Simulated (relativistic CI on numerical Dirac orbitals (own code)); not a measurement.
**Hyperfine structure of Re XXXVII, mass number 185**

Method of calculation: Dirac-Coulomb-Breit CI, separate exchange-only KLI orbitals for each configuration, a model potential for QED, unscaled Slater integrals (own radial code, finite nucleus).

Configuration list (outside the closed core [Ar] 3d10): 4s2 4p6 4d3, 4s2 4p6 4d2 4f, 4s2 4p5 4d4, 4s 4p6 4d4, 4s 4p6 4d3 4f, 4s2 4p6 4d2 5s, 4s2 4p6 4d 4f 5s, 4s2 4p6 4d2 5p, 4s2 4p6 4d2 5d, 4s2 4p5 4d3 5s, 4s2 4p6 4d 4f2, 4s2 4p6 4f3, 4s 4p6 4d 4f3, 4s2 4p6 4f2 5s, 4s2 4p6 4f2 5p, 4s2 4p6 4d 5s2, 4s2 4p6 4f 5s2, 4s 4p6 4d 4f 5s2, 4s2 4p6 5s2 5p. Double excitations out of closed p, d and f shells are left out; levels of such configurations are missing from the list, as are those of other unlisted configurations, and high levels can miss mixing partners. These lack a partner that the ground configuration has and come out too high: 4s2 4p6 4d2 5d, 4s2 4p5 4d3 5s.

Nuclear spin I = 5/2, μ = 3.176 μN, Q = 2.07 b (tables of Stone and Pyykkö). The electronic factors are computed for point nuclear moments, without core polarisation or the Bohr-Weisskopf and QED corrections.

| Level | E (cm⁻¹) | A (MHz) | B (MHz) |
| --- | --- | --- | --- |
| 4s2 4p6 4d3 4F_5/2 | 131372 | 20800 | -19200 |
| 4s2 4p6 4d3 4P_1/2 | 168194 | -14720 |  |
| 4s2 4p6 4d3 4F_7/2 | 294026 | 17250 | -1640 |
| 4s2 4p6 4d3 4F_9/2 | 309683 | 17710 | 12800 |
| 4s2 4p6 4d3 2P_1/2 | 330978 | -6119 |  |
| 4s2 4p6 4d3 2H_11/2 | 344280 | 19920 | 78900 |

Levels with J = 0, under 50 % of one LS term, or S terms without an open s electron are left out. Small factors come from cancelling terms and can be off by tens of per cent or more.

At this charge energies of transitions that change n are usually good to better than 1 %, and those within a shell (Δn = 0) to a few per cent. Terms inside the open d or f shell come out 10 to 20 % too wide with unscaled integrals.

Q: Give the hyperfine levels of 4s2 4p6 4d3 4F_5/2 relative to its centre of gravity.

A: With K = F(F + 1) − I(I + 1) − J(J + 1), E = AK/2 + B[¾K(K + 1) − I(I + 1)J(J + 1)]/[2I(2I − 1)J(2J − 1)]: F = 0: -195400, F = 1: -170000, F = 2: -120900, F = 3: -51640, F = 4: 32710, F = 5: 125200 MHz.

LS names give the leading component of a level, which can be under half, so a name can repeat, a term be missing and a line seem to break the LS rules.
